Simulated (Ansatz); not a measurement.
Mulliken charges of CH₄FNSi (`F[SiH]1CN1`) from PBE/def2-TZVPP in Ansatz (PBE0-D4/def2-TZVP geometry).

```csv
atom,x (Å),y (Å),z (Å),charge (e)
F1,-1.889,1.067,-0.264,-0.281
Si2,-0.421,0.570,-0.636,0.526
C3,0.666,-0.022,0.695,-0.192
N4,0.099,-0.988,-0.317,-0.327
H5,-0.070,1.218,-1.909,-0.067
H6,1.753,0.033,0.711,0.096
H7,0.232,-0.060,1.695,0.093
H8,-0.276,-1.876,-0.031,0.153
```

By hand: the dipole of these point charges (1 e Å = 4.8032 D).

Σ q r = (0.301, -0.044, 0.059) e Å, of length 0.310 e Å = 1.49 D.

How does the dipole of the full density compare? (Best estimate.)

Ansatz gave: (0.072, -0.097, 0.061) e Å, 0.65 D; the point charges give 2.29 times that, at 45° from its direction.

Point charges leave out the atoms' own dipoles, such as those of lone pairs, and Mulliken's split depends on the basis, so the two needn't agree.
